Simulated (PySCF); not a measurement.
## Dipole moment and polarisability of `C[AsH2+][GaH3-]`

Compound: CH8AsGa.
Cartesian coordinates in Å at the PBE0-D3(BJ)/def2-SVP level; atoms count from 1:
```
atom  x, y, z in Å
C1    -1.6154    0.6989   -0.0099
As2   -0.3181   -0.7506   -0.0183
Ga3    2.1550    0.0181    0.0190
H4    -2.6468    0.3248   -0.0149
H5    -1.4383    1.3222   -0.8968
H6    -1.4427    1.3097    0.8865
H7    -0.8542   -1.6125    1.1036
H8    -0.8425   -1.5861   -1.1656
H9     2.0683    0.8942   -1.2942
H10    2.0622    0.7650    1.4095
H11    2.8779   -1.3813   -0.0448
```

Level: CAM-B3LYP/def2-SVPD (PySCF), static field, nuclei fixed, core orbitals frozen in the response. The polarisability tensor in these axes (au):

```
x   95.80  0.09  0.26
y    0.09 79.07  0.10
z    0.26  0.10 72.56
```

**Question.** Give the principal values, the mean and the anisotropy Δα = √{½[(α1 − α2)² + (α2 − α3)² + (α1 − α3)²]}.

**Answer.** Principal values 72.55, 79.07 and 95.80 au; mean 82.48 au = 12.22 Å³ = 13.60 × 10⁻⁴⁰ C²·m²/J; Δα = 20.77 au (25 % of the mean).

**Question.** What is the dipole moment, and where does it point?

**Answer.** (-4.38, -0.55, -0.06) D, 4.42 D in size, pointing from the negative to the positive side. Measured along this direction, the outermost atoms are H11 at the negative end and H4 at the positive end.

**Question.** In TDDFT the mean static polarisability is Σ f/ω² over all singlet excitations (ω in hartree). How much of it do the 10 lowest give? Their energies (eV) and oscillator strengths: 6.63, 0.0011; 6.67, 0.0181; 6.86, 0.0512; 7.22, 0.0347; 7.26, 0.0183; 7.37, 0.0545; 7.37, 0.0100; 7.41, 0.2105; 7.47, 0.0350; 7.61, 0.1168.

**Answer.** They add up to 7.55 au, 9.2 % of the 82.48 au; the largest single term is 2.84 au, from the state at 7.41 eV. Terms in order: 0.02, 0.30, 0.81, 0.49, 0.26, 0.74, 0.14, 2.84, 0.46, 1.49 au. Higher excitations give the rest. The strengths listed sum to 0.550.

**Question.** Refractivity n − 1 of an ideal gas of it at 298.15 K and 1 atm, from the electronic α?

**Answer.** N = p/kT = 2.4615 × 10¹⁹ cm⁻³, so n − 1 = 2π × N × 12.22 × 10⁻²⁴ cm³ = 1890 × 10⁻⁶ at long wavelengths, for an ideal gas.

**Question.** Estimate the molar refractivity from the static electronic polarisability.

**Answer.** Lorentz–Lorenz: R = (4π/3)N_A α = 2.5225 cm³/(mol·Å³) × 12.22 Å³ = 30.8 cm³/mol, in the limit of long wavelengths.

Geometry: PBE0-D3(BJ)/def2-SVP; no solvent, vibrations or thermal averaging. The calculation is non-relativistic, for gallium and arsenic too.
